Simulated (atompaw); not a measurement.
## An all-electron radial function and its pseudo partner (selenium (Se))

Columns: radius, all-electron u(r) and pseudo u(r) of the 4p shell (level -25.46 eV) of selenium in the configuration [Ne] 3s2 3p6 3d10 4s2 4p2; PBE, scalar-relativistic, PAW (atompaw) scheme, atompaw 4.2.0.5.

| r (bohr) | all-electron | pseudo |
| --- | --- | --- |
| 0.046 | 0.1291 | -0.0263 |
| 0.092 | 0.2200 | -0.1017 |
| 0.138 | 0.1844 | -0.2165 |
| 0.185 | 0.0683 | -0.3590 |
| 0.231 | -0.0679 | -0.5052 |
| 0.277 | -0.1907 | -0.6395 |
| 0.323 | -0.2832 | -0.7459 |
| 0.369 | -0.3401 | -0.8119 |
| 0.415 | -0.3628 | -0.8307 |
| 0.462 | -0.3555 | -0.8001 |
| 0.508 | -0.3246 | -0.7262 |
| 0.554 | -0.2758 | -0.6178 |
| 0.600 | -0.2145 | -0.4868 |
| 0.646 | -0.1449 | -0.3456 |
| 0.692 | -0.0705 | -0.2055 |
| 0.738 | 0.0059 | -0.0752 |
| 0.785 | 0.0838 | 0.0425 |
| 0.831 | 0.1584 | 0.1412 |
| 0.877 | 0.2301 | 0.2250 |
| 0.923 | 0.2980 | 0.2973 |
| 0.969 | 0.3617 | 0.3617 |
| 1.015 | 0.4208 | 0.4208 |
| 1.062 | 0.4762 | 0.4762 |
| 1.108 | 0.5254 | 0.5254 |
| 1.154 | 0.5699 | 0.5699 |
| 1.200 | 0.6096 | 0.6096 |

(1) How many radial nodes do the two functions have?

(2) At about which radius was the pseudo-wave matched?

(3) Is the pseudo-wave norm-conserving?

Answers

(1) The all-electron 4p function has n − l − 1 = 2; the pseudo-wave has 1, since 1 lower shell of the same l stays in the valence.

(2) 1.00 bohr, where the columns begin to agree (steps of 0.05 bohr).

(3) No, it belongs to a PAW set: the norm inside the radius is not constrained, and the difference is carried by the augmentation charge.
